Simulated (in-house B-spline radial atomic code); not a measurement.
## RPA and G0W0 on PBEsol: Se+

Configuration [Ar] 3d10 4s2 4p3, highest spin, mean-field start PBEsol. Computed with an all-electron radial atomic-structure program (B-spline basis): all electrons, non-relativistic, point nucleus, each spin shell either full or empty, empty states to l = 9 with an (l + 1/2)⁻⁴ tail; G0W0 by contour deformation at full frequency.

Command:
```bash
python run_gw.py task.json out
```
Settings (radii: box in bohr, nucleus in fm):
```
Z                        34
electrons                33
configuration            [Ar] 3d10 4s2 4p3
hamiltonian              nr
method                   pbesol
lmax                     9
spin_polarised           True
box_radius               23.78
intervals                53
```

Run time, properties included: 3.1 s on 1 thread of Intel(R) Xeon(R) Platinum 8488C (shared host).

Energies (hartree):

```tsv
term	value
mean-field total	-2399.22103
Hartree-Fock functional on these orbitals	-2399.52857
direct second order	-2.8202
second-order exchange	0.82318
SOSEX correction	0.74868
```

(1) What is the RPA correlation energy, and what remains with SOSEX?

Quasi-particle levels (eV):

```json
{"level": "4p up", "occupied": "yes", "mean field": "-16.405", "Σx - vxc": "-4.91", "Σc": "?", "QP weight": "?", "G0W0": "?"}
{"level": "4s down", "occupied": "yes", "mean field": "-24.413", "Σx - vxc": "-3.13", "Σc": "-1.72", "QP weight": "0.883", "G0W0": "-29.260"}
{"level": "4p down", "occupied": "no", "mean field": "-13.586", "Σx - vxc": "6.32", "Σc": "-2.77", "QP weight": "0.904", "G0W0": "-10.036"}
```

G0W0 = mean field + (Σx - vxc) + Σc, with Σc (partial-wave tail included) taken at the quasi-particle energy. Only the outer levels were computed. Levels of low weight are left out.

(2) Where does G0W0 put 4p up?

Results:

(1) RPA gives -2.4085 hartree (-1.99 eV per electron); RPA + SOSEX gives -1.6598, and the second-order doubles -1.997 hartree (no singles). SOSEX takes back 31 % of the RPA value.

(2) At -21.349 eV, with Σc = -0.03 eV and a quasi-particle weight of 0.896. The tabulated removal energy is 21.196 ± 0.01 eV (NIST, measured); the calculation leaves out relativity, Breit and QED terms, and what these don't explain is the method's own error.
